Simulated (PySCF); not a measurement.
**Fractional electron number in Cu²⁺ (copper, charge +2)**

The 3d beta orbital of [Ar] 3d9 is emptied in steps (occupation f), with all orbitals relaxed, ending at [Ar] 3d8. All numbers are calculated (PySCF 2.14, no relativity, point nucleus, in def2-TZVP (6s4p4d1f, 45 functions)). The exact energy is a straight line in f; departures are measured from the line between the end points of the same method.

| f | HSE06 (eV) |
| --- | --- |
| 1 | 0.000 |
| 0.9 | -0.558 |
| 0.7 | -1.312 |
| 0.5 | -1.573 |
| 0.3 | -1.330 |
| 0.1 | -0.573 |
| 0 | 0.000 |

```csv
method,E(f=0) − E(f=1) (eV),−ε at f=1 (eV),−ε at f=0.5 (eV)
HSE06,37.079,30.899,37.027
```

Orbital energy along the path (eV):

```
  f    HSE06
  1  -30.899
0.9  -32.093
0.7  -34.530
0.5  -37.027
0.3  -39.573
0.1  -42.159
  0  -43.463
```

Reference removal energy between the ground levels: 36.841 ± 0.012 eV (measured; NIST Atomic Spectra Database, ionization energies). The calculation has no spin-orbit coupling. The determinant left behind need not be the lowest term of the ion.
